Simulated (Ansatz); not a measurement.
Consider the hydrogen abstraction from the Si–H bond: `CN(C)[SiH2]O` + Cl• → `CN(C)[SiH]O`• + HCl.

Calculated with Ansatz (gas phase, PBE0-D4/def2-TZVP geometries, no zero-point term in ΔE). CBS: MP2 limit from def2 TZ/QZ plus the TZ coupled-cluster correction, frozen cores. This one scheme is used for every species, atoms too. Open shells (•) are unrestricted, without spin–orbit coupling. Spin–orbit coupling would lower the free atoms: a little for Cl. One conformer a species, not always the lowest.

| species | CCSD(T)/CBS(def2) energy (Eh) |
| --- | --- |
| `CN(C)[SiH2]O` | -500.53774 |
| Cl• | -459.70966 |
| `CN(C)[SiH]O`• | -499.87883 |
| HCl | -460.38127 |

(1) Work out ΔE.

Largest T1 diagnostic among the species: 0.014.

Results:

(1) ΔE = (-499.87883) + (-460.38127) − (-500.53774) − (-459.70966) = -0.01270 Eh = -33.3 kJ/mol.

In def2-TZVPP, CCSD(T) changes the Hartree–Fock value by −39.6 kJ/mol (the triples alone add −6.4 kJ/mol) and MP2 by −50.2 kJ/mol. From PBE to PBE0 (25 % exact exchange), in def2-TZVPP and without D4, ΔE moves by +14.7 kJ/mol.
